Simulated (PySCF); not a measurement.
SZn, SMILES [S]=[Zn]. Heavy atoms are numbered as in [Zn:1]=[S:2].

Geometry: B3LYP-D3(BJ)/def2-TZVP.

Method: PBE0/pcSseg-2 (PySCF).

GIAO shieldings, no solvent; atoms alike by connectivity are averaged. δ = σ(ref) − σ: ³³S against H2S (σ = 711.3 ppm), references at their B3LYP-D3(BJ)/def2-TZVP geometries, non-relativistic.

```json
[
 {"nucleus": "³³S", "atoms": "S2", "count": "1", "δ (ppm)": "2131.7"}
]
```
